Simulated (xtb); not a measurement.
xtb input (GFN1-xTB):

```bash
xtb mol.xyz --gfn 1 --sp --chrg 0 --uhf 0
```
mol.xyz:
```
4

Ge    -0.08477720    -0.07437620    -0.00531560
O     -1.30740316    -1.14700261    -0.08197526
F     -0.02643976     1.54895718    -0.55155935
F      1.49000595    -0.26495060     0.64332616
```

Output:

```
           -------------------------------------------------
          |                Calculation Setup                |
           -------------------------------------------------

           -------------------------------------------------
          |                 G F N 1 - x T B                 |
           -------------------------------------------------

        Reference                      10.1021/acs.jctc.7b00118
      * Hamiltonian:
        H0-scaling (s, p, d)           1.850000    2.250000    2.000000
        zeta-weighting                 0.000000
      * Dispersion:
        s8                             2.400000
        a1                             0.630000
        a2                             5.000000
        s9                             0.000000
      * Repulsion:
        kExp                           1.500000
        rExp                           1.000000
      * Coulomb:
        alpha                          2.000000
        third order                    atomic
        anisotropic                    false
      * Halogen bond correction:
        rad-scale                      1.300000
        damping                        0.440000

          ...................................................
          :                      SETUP                      :
          :.................................................:
          :  # basis functions                  22          :
          :  # atomic orbitals                  21          :
          :  # shells                            9          :
          :  # electrons                        24          :
          :  # halogen bonds                     0          :
          :  max. iterations                   250          :
          :  Hamiltonian                  GFN1-xTB          :
          :  restarted?                      false          :
          :  GBSA solvation                  false          :
          :  PC potential                    false          :
          :  electronic temp.          300.0000000     K    :
          :  accuracy                    1.0000000          :
          :  -> integral cutoff          0.2500000E+02      :
          :  -> integral neglect         0.1000000E-07      :
          :  -> SCF convergence          0.1000000E-05 Eh   :
          :  -> wf. convergence          0.2000000E-04 e    :
          :  Broyden damping             0.4000000          :
          :  net charge                          0          :
          :  unpaired electrons                  0          :
          ...................................................

 iter      E             dE          RMSdq      gap      omega  full diag
   1    -16.5856908 -0.165857E+02  0.671E+00    5.41       0.0  T
   2    -16.4468974  0.138793E+00  0.562E+00    6.73       1.0  T
   3    -16.4459617  0.935738E-03  0.439E+00    4.89       1.0  T
   4    -16.6534175 -0.207456E+00  0.147E+00    6.24       1.0  T
   5    -16.6681459 -0.147284E-01  0.309E-01    5.91       1.0  T
   6    -16.6686398 -0.493859E-03  0.961E-02    5.87       1.0  T
   7    -16.6686288  0.109474E-04  0.520E-02    5.88       1.0  T
   8    -16.6686562 -0.273389E-04  0.775E-03    5.87       6.5  T
   9    -16.6686566 -0.416607E-06  0.508E-04    5.86      98.5  T
  10    -16.6686566 -0.293487E-08  0.661E-05    5.86     756.3  T
  11    -16.6686566 -0.186873E-10  0.137E-05    5.86    3660.9  T

   *** convergence criteria satisfied after 11 iterations ***

         #    Occupation            Energy/Eh            Energy/eV
      -------------------------------------------------------------
         1        2.0000           -0.8673710             -23.6024
       ...           ...                  ...                  ...
         6        2.0000           -0.5888676             -16.0239
         7        2.0000           -0.5811016             -15.8126
         8        2.0000           -0.5703308             -15.5195
         9        2.0000           -0.5607168             -15.2579
        10        2.0000           -0.5565209             -15.1437
        11        2.0000           -0.5495367             -14.9537
        12        2.0000           -0.5363720             -14.5954 (HOMO)
        13                         -0.3208900              -8.7319 (LUMO)
        14                         -0.3094558              -8.4207
        15                         -0.2490571              -6.7772
        16                         -0.2252100              -6.1283
        17                         -0.2122695              -5.7761
       ...                                ...                  ...
        21                          0.2272799               6.1846
      -------------------------------------------------------------
                  HL-Gap            0.2154820 Eh            5.8636 eV
             Fermi-level           -0.4286310 Eh          -11.6636 eV

 SCC (total)                   0 d,  0 h,  0 min,  0.003 sec
 SCC setup                      ...        0 min,  0.000 sec (  3.434%)
 Dispersion                     ...        0 min,  0.000 sec (  2.513%)
 classical contributions        ...        0 min,  0.000 sec (  1.094%)
 integral evaluation            ...        0 min,  0.001 sec ( 20.115%)
 iterations                     ...        0 min,  0.002 sec ( 46.162%)
 molecular gradient             ...        0 min,  0.001 sec ( 20.800%)
 printout                       ...        0 min,  0.000 sec (  5.524%)

         :::::::::::::::::::::::::::::::::::::::::::::::::::::
         ::                     SUMMARY                     ::
         :::::::::::::::::::::::::::::::::::::::::::::::::::::
         :: total energy             -16.643235581136 Eh    ::
         :: gradient norm              0.033563292053 Eh/a0 ::
         :: HOMO-LUMO gap              5.863563758576 eV    ::
         ::.................................................::
         :: SCC energy               -16.668656583537 Eh    ::
         :: -> electrostatic           0.077218773197 Eh    ::
         :: repulsion energy           0.026099840478 Eh    ::
         :: dispersion energy         -0.000678838077 Eh    ::
         :: halogen bond corr.         0.000000000000 Eh    ::
         :: add. restraining           0.000000000000 Eh    ::
         :: total charge              -0.000000000000 e     ::
         :::::::::::::::::::::::::::::::::::::::::::::::::::::

           -------------------------------------------------
          |                Property Printout                |
           -------------------------------------------------

    * Orbital Energies and Occupations

         #    Occupation            Energy/Eh            Energy/eV
      -------------------------------------------------------------
         1        2.0000           -0.8673710             -23.6024
         2        2.0000           -0.8580800             -23.3495
         3        2.0000           -0.7705221             -20.9670
         4        2.0000           -0.6615904             -18.0028
         5        2.0000           -0.5897267             -16.0473
         6        2.0000           -0.5888676             -16.0239
         7        2.0000           -0.5811016             -15.8126
         8        2.0000           -0.5703308             -15.5195
         9        2.0000           -0.5607168             -15.2579
        10        2.0000           -0.5565209             -15.1437
        11        2.0000           -0.5495367             -14.9537
        12        2.0000           -0.5363720             -14.5954 (HOMO)
        13                         -0.3208900              -8.7319 (LUMO)
        14                         -0.3094558              -8.4207
        15                         -0.2490571              -6.7772
Note: The following floating-point exceptions are signalling: IEEE_DENORMAL
normal termination of xtb
        16                         -0.2252100              -6.1283
        17                         -0.2122695              -5.7761
        18                         -0.1661156              -4.5202
        19                         -0.1607651              -4.3746
        20                         -0.0641211              -1.7448
        21                          0.2272799               6.1846
      -------------------------------------------------------------
                  HL-Gap            0.2154820 Eh            5.8636 eV
             Fermi-level           -0.4286310 Eh          -11.6636 eV

  Mulliken/CM5 charges         n(s)   n(p)   n(d)
     1Ge    0.85186  0.91105   1.183  1.223  0.741
     2O    -0.41015 -0.45194   1.736  4.675  0.000
     3F    -0.22085 -0.22956   1.831  5.390  0.000
     4F    -0.22085 -0.22956   1.831  5.390  0.000

Wiberg/Mayer (AO) data.
largest (>0.10) Wiberg bond orders for each atom

 ---------------------------------------------------------------------------
     #   Z sym  total        # sym  WBO       # sym  WBO       # sym  WBO
 ---------------------------------------------------------------------------
     1  32 Ge   4.195 --     2 O    2.000     4 F    1.098     3 F    1.098
     2   8 O    2.243 --     1 Ge   2.000     4 F    0.122     3 F    0.122
     3   9 F    1.298 --     1 Ge   1.098     2 O    0.122
     4   9 F    1.298 --     1 Ge   1.098     2 O    0.122
 ---------------------------------------------------------------------------

Topologies differ in total number of bonds
Writing topology from bond orders to xtbtopo.mol

 dipole moment from electron density (au)
     X       Y       Z
   0.7330   0.6431   0.0460  total (Debye):    2.481

           -------------------------------------------------
          | TOTAL ENERGY              -16.643235581136 Eh   |
          | GRADIENT NORM               0.033563292053 Eh/α |
          | HOMO-LUMO GAP               5.863563758576 eV   |
           -------------------------------------------------

------------------------------------------------------------------------
------------------------------------------------------------------------
 total:
 SCF:
```
